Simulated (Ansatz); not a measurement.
Consider the redistribution: `B[SiH](F)[SiH2]N` + `OCCO[SiH3]` → `N[SiH2][SiH](F)[SiH3]` + `BOCCO`.

Computed with Ansatz on PBE0-D4/def2-TZVP structures; ΔE is electronic, products minus reactants. CBS: MP2 limit from def2 TZ/QZ plus the TZ coupled-cluster correction, frozen cores. Each species was taken in one conformer, which may not be the lowest.

`B[SiH](F)[SiH2]N`:

Cartesian coordinates in Å:
```
B 0.741 2.006 -0.572
Si -0.179 1.052 0.905
F -1.723 1.471 1.107
Si -0.005 -1.264 0.475
N -0.720 -1.657 -1.039
H 0.185 2.659 -1.404
H 1.922 1.841 -0.687
H 0.517 1.293 2.203
H -0.732 -2.039 1.515
H 1.449 -1.589 0.620
H -0.470 -1.165 -1.881
H -0.986 -2.608 -1.240
```

`OCCO[SiH3]`:

Cartesian coordinates in Å:
```
O -1.977 -0.295 1.313
C -1.732 -0.496 -0.055
C -0.256 -0.605 -0.348
O 0.358 0.605 0.061
Si 1.981 0.854 -0.060
H -1.442 0.460 1.581
H -2.157 0.317 -0.660
H -2.230 -1.427 -0.340
H 0.171 -1.450 0.209
H -0.097 -0.777 -1.421
H 2.233 2.210 0.480
H 2.418 0.771 -1.481
H 2.731 -0.167 0.721
```

`N[SiH2][SiH](F)[SiH3]`:

```xyz
13

N     2.047   -1.669    1.180
Si    1.381   -0.524    0.075
Si   -0.891    0.024    0.381
F    -1.779   -1.328    0.311
Si   -1.696    1.558   -1.202
H     1.776   -2.636    1.092
H     2.132   -1.418    2.153
H     1.550   -1.073   -1.298
H     2.140    0.751    0.199
H    -1.098    0.599    1.744
H    -3.134    1.872   -0.985
H    -1.522    1.032   -2.582
H    -0.906    2.814   -1.070
```

`BOCCO`:

```xyz
12

B    -1.377   -0.023    1.695
O    -1.026    0.623    0.574
C     0.288    0.571    0.052
C     0.300   -0.251   -1.223
O     1.568   -0.235   -1.835
H    -0.555   -0.650    2.311
H    -2.520    0.061    2.035
H     0.609    1.592   -0.168
H     0.973    0.140    0.794
H    -0.401    0.182   -1.939
H    -0.039   -1.273   -1.005
H     2.180   -0.738   -1.292
```

```json
{"species": "`B[SiH](F)[SiH2]N`", "CCSD(T)/CBS(def2) energy (Eh)": "-761.70425"}
{"species": "`OCCO[SiH3]`", "CCSD(T)/CBS(def2) energy (Eh)": "-520.36091"}
{"species": "`N[SiH2][SiH](F)[SiH3]`", "CCSD(T)/CBS(def2) energy (Eh)": "-1026.61964"}
{"species": "`BOCCO`", "CCSD(T)/CBS(def2) energy (Eh)": "-255.47235"}
```

(1) Work out ΔE.

Largest T1 diagnostic among the species: 0.013.

Answers

(1) ΔE = (-1026.61964) + (-255.47235) − (-761.70425) − (-520.36091) = -0.02683 Eh = -70.4 kJ/mol.

From PBE to PBE0 (25 % exact exchange), in def2-TZVPP and without D4, ΔE moves by +5.9 kJ/mol. In def2-TZVPP, CCSD(T) changes the Hartree–Fock value by −13.7 kJ/mol (the triples alone add −3.4 kJ/mol) and MP2 by −10.7 kJ/mol.
